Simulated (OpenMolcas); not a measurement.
An OpenMolcas run meant for Hg (ANO-R2, X2C; inactive shells 1s 2s 2p 3s 3p 3d 4s 4p 4d 4f 5s 5p 5d; intended active space 2 electrons in 4 orbitals (6s 6p)). One step of its input:

```
&CASPT2
Multistate=1 1
Frozen=15 19
IPEA=0.25
Imaginary=1.5
MaxIter=60
WThr=0.0 0.3 0.05
PrWF=0.5
NoMix
```

The run finished. Its levels beside those of a sound run (SS-CASPT2, IPEA 0.25 Eh, imaginary shift 0.1 Eh (closed shells correlated: 5d)), in cm-1 above each run's lowest level:

```csv
Level,This run,Usual run
6s2 1S0,0.0,0.0
6s 6p 3P* 0,51046,51084
6s 6p 3P* 1,54838,54877
6s 6p 3P* 2,62424,62463
```

Q: Which setting is unsound, and how much does it matter here?

A: The level shift is far above the usual 0.1 to 0.3 hartree and damps the second-order energy. Against the sound run the excited levels shown move by 39 cm-1 on average and by 39 cm-1 at most.

Some high roots are left out of the spin-orbit mixing, which shifts the levels that they would mix with. Spin-orbit splittings of 6p shells tend to come out small when the coupling is added on scalar orbitals. The ANO-R sets hold no well-fitted valence p shell for this element, so s → p excitations can come out far too high. Only configurations of the active space appear.

* marks odd parity.
